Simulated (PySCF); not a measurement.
A calculated (M06-2X, PySCF 2.14, aug-cc-pVDZ-X2C, scalar relativity by spin-free X2C-1e) atom or ion has these occupied shells.

```json
{"shell": "1s", "electrons": "2", "orbital energy (eV)": "-16069.6", "rms radius, mean of both spins (bohr)": "0.0451"}
{"shell": "2s", "electrons": "2", "orbital energy (eV)": "-2219.2", "rms radius, mean of both spins (bohr)": "0.187"}
{"shell": "2p", "electrons": "6", "orbital energy (eV)": "-1975.9", "rms radius, mean of both spins (bohr)": "0.166"}
{"shell": "3s", "electrons": "2", "orbital energy (eV)": "-367.47", "rms radius, mean of both spins (bohr)": "0.525"}
{"shell": "3p", "electrons": "6", "orbital energy (eV)": "-288.29", "rms radius, mean of both spins (bohr)": "0.536"}
{"shell": "3d", "electrons": "10", "orbital energy (eV)": "-155.28", "rms radius, mean of both spins (bohr)": "0.547"}
{"shell": "4s", "electrons": "2", "orbital energy (eV)": "-60.537", "rms radius, mean of both spins (bohr)": "1.45"}
{"shell": "4p", "electrons": "6", "orbital energy (eV)": "-40.269", "rms radius, mean of both spins (bohr)": "1.66"}
```

Name the element and its charge.

Sr²⁺ (strontium, charge +2), in [Kr], closed-shell 1S.
